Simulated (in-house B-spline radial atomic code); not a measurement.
## Ionising Al IX (Al8+) with different functionals

Computed with an all-electron radial atomic-structure program (B-spline basis): non-relativistic Hamiltonian, point nucleus, spin-polarised at highest spin, spherical fractional occupations for the functionals, and exact exchange of hybrids averaged over the configuration. The ionisation energy is the difference of two self-consistent energies, [He] 2s2 2p1 → [He] 2s2, without Breit or QED terms; ε is the level of the shell that loses the electron (its least bound occupied spin orbital).

```tsv
method	rung	ΔSCF (eV)	-ε(2p) (eV)
PBE0	global hybrid	330.27	313.65
B3LYP	global hybrid	330.74	312.94
TPSSh	global hybrid	329.83	310.15
M06-2X	global hybrid	331.17	320.23
BHandHLYP	global hybrid	330.81	319.91
r2SCAN0	global hybrid	329.59	313.75
B97-1	global hybrid	330.11	312.66
HSE06	range-separated hybrid	330.36	313.30
wB97X	range-separated hybrid	329.84	315.17
CAM-B3LYP	range-separated hybrid	330.62	314.89
LC-wPBE	range-separated hybrid	330.27	313.84
```

Q: Among the functionals, which spreads more, the ΔSCF values or the orbital energies?

A: The orbital energies: ΔSCF values span about 1.58 eV and the orbital energies 10.08 eV; here energy differences depend much less on the functional than eigenvalues do.

Q: How do they compare with the NIST value?

A: NIST lists 330.21 eV ± 0.04 (semi-empirical, ground level to ground level). Errors run from -0.62 to +0.96 eV; LC-wPBE is closest (+0.06 eV), though others lie within the uncertainty of it, and part of that can be cancellation, since the calculations leave out relativity, Breit-QED terms, multiplet and fine-structure energies.
